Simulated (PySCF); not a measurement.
Isomers of C5H8O4. Method: PySCF 2.14.0, PBE0-D3(BJ)/def2-SVP geometry optimisation, gas phase. One conformer each; no zero-point energy, no entropy. No frequencies were run at this level. Point groups hold within 0.08 Å.

**Question.** Order them by energy at this level, lowest first, and give relative energies in kcal/mol.
A. `[CH3:1][O:2][C:3](=[O:4])[CH2:5][O:6][C:7]([CH3:8])=[O:9]` with C1–O2–C3–O4 1°, O2–C3–C5–O6 177°, C3–C5–O6–C7 -73°, C5–O6–C7–C8 173°
B. `[CH3:1][O:2][C:3](=[O:4])[CH2:5][C:6](=[O:7])[O:8][CH3:9]` with C1–O2–C3–O4 0°, O2–C3–C5–C6 -137°, C3–C5–C6–O7 59°, C5–C6–O8–C9 180° (dimethyl malonate)

**Answer.** A (0.0), B (3.4).

| SMILES | E (Eh) | E rel (kcal/mol) | dipole (D) | point group | A, B, C (MHz) |
| --- | --- | --- | --- | --- | --- |
| COC(=O)COC(C)=O | -495.36160 | 0.0 | 1.90 | C1 | 4179, 876.8, 854.8 |
| COC(=O)CC(=O)OC | -495.35612 | 3.4 | 1.93 | C1 | 4930, 761.1, 753.9 |

**Question.** How do the relative energies change in single points at PBE0/pcSseg-1 (no added dispersion term) on the same geometries?

**Answer.** 
```json
{"SMILES": "COC(=O)COC(C)=O", "PBE0-D3(BJ)/def2-SVP (kcal/mol)": "0.0", "PBE0/pcSseg-1 (kcal/mol)": "0.0", "shift": "0.0"}
{"SMILES": "COC(=O)CC(=O)OC", "PBE0-D3(BJ)/def2-SVP (kcal/mol)": "3.4", "PBE0/pcSseg-1 (kcal/mol)": "3.2", "shift": "-0.2"}
```

Each column counts from its own lowest isomer. The order is unchanged; the largest shift is 0.2 kcal/mol.
